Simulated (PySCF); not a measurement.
Compound: TMS-CHF2, C₄H₁₀F₂Si.
Geometry (GFN2-xTB, Å), atoms numbered from 1 in this order:
```xyz
17
C4H10F2Si angstrom
C      1.6404   -0.8468   -0.5302
Si    -0.0375   -0.0750   -0.0837
C     -1.2429   -1.3284    0.6875
C     -0.8146    0.8885   -1.5282
C      0.3211    1.2476    1.3087
F      1.2027    2.1924    0.8684
F      0.9121    0.6669    2.3936
H      2.0969   -1.3174    0.3364
H      1.5390   -1.6031   -1.3028
H      2.3321   -0.0918   -0.8940
H     -1.4914   -2.1133   -0.0195
H     -2.1730   -0.8574    0.9934
H     -0.8118   -1.8019    1.5648
H     -1.0394    0.2275   -2.3591
H     -1.7418    1.3737   -1.2364
H     -0.1424    1.6594   -1.8940
H     -0.5566    1.7913    1.6852
```

Level of theory: PySCF 2.14.0, density-fitted response routines, TDDFT wB97X-D/def2-SVPD, vertical, gas phase, core orbitals frozen in the response.

Transition dipole moments from the ground state, in atomic units and in the frame of the coordinates above (overall signs are arbitrary), for the states with f of 0.002 or more among the lowest 7:

| state | E (eV) | μx | μy | μz |
| --- | --- | --- | --- | --- |
| S1 | 8.161 | -0.234 | 0.271 | 0.230 |
| S2 | 8.206 | -0.040 | -0.221 | 0.218 |
| S3 | 8.494 | 0.306 | -0.054 | 0.004 |
| S4 | 8.706 | 0.110 | 0.507 | -0.508 |
| S5 | 8.730 | -0.624 | 0.120 | -0.022 |
| S6 | 8.895 | -0.382 | 0.221 | 0.148 |
| S7 | 9.416 | 0.071 | 0.164 | -0.115 |

(1) Work out the oscillator strengths.

(2) What angle do the transition dipoles of S2 and S4 make?

(3) What peak molar absorption coefficient would the strongest computed level give as a lone Gaussian band 0.3 eV wide at half height?

Answers

(1) f = (2/3) ΔE |μ|² with ΔE in hartree (27.2114 eV).

```
state  |μ|² (au)  |μ| (D)      f
   S1      0.181     1.08  0.036
   S2      0.098     0.80  0.020
   S3      0.097     0.79  0.020
   S4      0.527     1.84  0.112
   S5      0.405     1.62  0.087
   S6      0.217     1.18  0.047
   S7      0.045     0.54  0.010
```

(2) |cos θ| = |μa·μb| / (|μa| |μb|) = 1.00, so θ ≈ 1° (taken between 0 and 90°, since the signs are arbitrary).

(3) ε(max) = 2.175×10⁸ f / FWHM, with the width in cm⁻¹. S4: 2.175×10⁸ × 0.1123 / 2420 ≈ 10000 L mol⁻¹ cm⁻¹.

Without π bonds the low states may be Rydberg-like; a valence basis with one diffuse set may place them up to an eV too high.
